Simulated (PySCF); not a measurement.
How methods differ on the electron affinity of Zr

Zr- [Kr] 4d3 5s2 (4F) → Zr [Kr] 4d2 5s2 (3F), as a difference of total energies. Computed with PySCF 2.14 in def2-QZVPPD with the def2 core potential (28 electrons) (7s5p4d3f2g, 81 functions), with a scalar-relativistic core potential. Correlated levels: valence: 4s2 4p6 frozen. The calculations carry no spin-orbit coupling.

Problem. Order these methods by the electron affinity they give, lowest first.
A. CCSD (valence)
B. SCS-MP2 (valence)
C. MP2 (valence)
D. CCSD(T) (valence)

Solution. B (-0.351 eV), C (-0.044 eV), A (0.110 eV), D (0.202 eV).

The reference lies between the lowest fine-structure levels, while these numbers refer to the centres of the terms.

Errors of the correlated levels include the incompleteness of this basis and the frozen core.

A negative affinity means that the anion lies above the atom at that level of theory.

The coupled-cluster amplitudes are large for Zr- (T1 above 0.03 or a double amplitude above 0.15), so a single reference is strained.

For comparison: 0.433 eV (measured; photodetachment measurements, as compiled on the Wikipedia data page of electron affinities).
